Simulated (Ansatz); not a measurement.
The cluster TiO2⁻. The state is a doublet with charge -1. Geometry PBE-D4/def2-TZVPD; atoms count from 1.

```csv
atom,x (Å),y (Å),z (Å)
Ti1,0.205,0.611,-0.941
O2,-0.570,0.206,0.701
O3,0.365,-0.817,0.240
```

The structure holds one bond between oxygen atoms, so isomers without such links may lie far lower. The charge -1 doublet is spin-contaminated (final ⟨S²⟩ up to 1.15, 0.75 for a pure state). The highest occupied level of the charge -1 doublet lies above zero (up to 0.32 eV). By energy differences its removal costs 1.05 eV (vertical, to the charge 0 triplet, at PBE-D4/def2-TZVPD). The structure comes from a short search, and lower isomers may exist.

Question: Estimate the Mulliken populations from the PBE0/def2-TZVPD orbitals of Ansatz.

Answer: 
| atom | charge (e) | spin (α − β) | d electrons |
| --- | --- | --- | --- |
| Ti1 | -0.26 | 0.98 | 2.22 |
| O2 | -0.37 | 0.01 | – |
| O3 | -0.37 | 0.01 | – |
Mulliken values and Mayer orders depend strongly on the basis. With diffuse functions, as here, like atoms can get unlike values, and bond orders can come out too low or too high.

Question: Where does the spin sit?

Answer: Summed by element: Ti 0.98, O 0.02, of 1 unpaired in all. Largest on single atoms: Ti1 0.98, O3 0.01, O2 0.01.

Question: And the Mayer bond orders between bonded heavy atoms (over 0.3)?

Answer: Ti1–O2 0.48 (1.86 Å); Ti1–O3 0.48 (1.86 Å); O2–O3 0.71 (1.46 Å).
